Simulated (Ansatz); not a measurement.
C2H6O3Si can be A, `C=C[Si](O)(O)O`, or B, `O=CC(O)[SiH2]O`.

Computed with Ansatz on PBE0-D4/def2-TZVP structures; ΔE is electronic, products minus reactants. CCSD(T)/CBS adds triple-zeta CCSD(T) − MP2 to the extrapolated MP2 energy (def2 sets, frozen cores). DFT in def2-TZVPP. B3LYP here is the variant with VWN-RPA as its local correlation; programs differ in this. Each species was taken in one conformer, which may not be the lowest.

Q: Which is lower in electronic energy at CCSD(T)/CBS, and by how much? (Best estimate.)

A: Ansatz gave: A, by 347.5 kJ/mol.

Q: Give E(B) − E(A) in kJ/mol with r2SCAN-D4, B2PLYP, CCSD(T)/def2-TZVPP, B3LYP, PBE0-D4, B3LYP-D4, MP2/def2-TZVPP. (Estimate.)

A: The calculation gave: r2SCAN-D4 325.5, B2PLYP 334.8, CCSD(T)/def2-TZVPP 339.1, B3LYP 325.2, PBE0-D4 316.8, B3LYP-D4 327.3, MP2/def2-TZVPP 348.5. None reverses the order clearly.

Largest T1 diagnostic: 0.014.

From PBE to PBE0 (25 % exact exchange), in def2-TZVPP and without D4, E(B) − E(A) moves by +19.6 kJ/mol. In def2-TZVPP, CCSD(T) changes the Hartree–Fock value by −12.8 kJ/mol (the triples alone add −5.1 kJ/mol) and MP2 by −3.3 kJ/mol.
